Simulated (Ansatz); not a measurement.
Isolated molecules relaxed with PBE0-D4/def2-TZVP in Ansatz; ΔE leaves out vibrations. CBS: MP2 limit from def2 TZ/QZ plus the TZ coupled-cluster correction, frozen cores. DFT in def2-TZVPP. B3LYP here is the variant with VWN-RPA as its local correlation; programs differ in this. Elements past krypton have def2 core potentials. For Ga, Sn outer-core shells are correlated without core-valence functions, which leaves a few kJ/mol of doubt a bond. Scalar relativity is left out up to krypton. One conformer a species, not always the lowest.

Consider the redistribution: `[CH3][SnH]([F])[BH]Cl` + `[SH][GaH2]` → `Cl[BH][GaH2]` + `[CH3][SnH]([F])[SH]`.

`[CH3][SnH]([F])[BH]Cl`:

Cartesian coordinates in Å:
```
C 0.194 0.094 1.703
Sn -0.685 -0.252 -0.208
F -2.104 1.067 -0.302
B 0.625 0.154 -1.998
Cl 2.083 -0.765 -2.212
H -0.554 -0.078 2.477
H 0.544 1.124 1.762
H 1.036 -0.582 1.858
H -1.520 -1.745 -0.262
H 0.381 0.981 -2.820
```

`[SH][GaH2]`:

Cartesian coordinates in Å:
```
S 1.105 -0.979 0.609
Ga -0.181 0.420 -0.497
H 0.231 -1.176 1.609
H 0.425 0.972 -1.823
H -1.580 0.763 0.101
```

`Cl[BH][GaH2]`:

Z-matrix (Å, degrees):
```
B
Ga 1 2.085
Cl 1 1.749 2 119.1
H 1 1.196 2 126.2 3 180.0
H 2 1.573 1 121.5 3 89.6
H 2 1.573 1 121.5 3 -89.5
```

`[CH3][SnH]([F])[SH]`:

```xyz
9

C    -0.778   -1.090    0.184
Sn    0.367    0.469   -0.687
F    -0.935    1.849   -1.035
S     1.971    1.385    0.825
H    -0.128   -1.916    0.470
H    -1.284   -0.700    1.067
H    -1.521   -1.436   -0.534
H     1.138    0.212   -2.182
H     1.169    1.227    1.892
```

```tsv
level	ΔE (kcal/mol)
PBE-D4	9.3
r2SCAN-D4	9.8
B97M-V	9.0
PBE0-D4	9.6
CAM-B3LYP-D4	9.7
PBE0	9.7
B3LYP	9.6
MP2/def2-QZVPP	10.2
```

(1) What does CCSD(T)/CBS give? (Estimate.)

Largest T1 diagnostic among the species: 0.014.

## Answers

(1) The calculation gave: +9.6 kcal/mol. The listed levels differ from it by -0.3, 0.2, -0.6, 0.0, 0.1, 0.1, 0.0, 0.6 kcal/mol.

At CCSD(T), def2-SVP lies +2.6 kcal/mol from the extrapolated value and def2-TZVPP +0.9 kcal/mol. Leaving LDA and LC-ωPBE aside and taking each functional with its dispersion term where it has one, the values, not all of them listed here, spread over 1.4 kcal/mol, from revPBE-D4 to PBE-QIDH. LDA lies +0.8 kcal/mol from PBE without D4.

CCSD(T)/CBS has its own doubt, a few kJ/mol and more with outer-core shells, so smaller differences from it don't rank the levels.
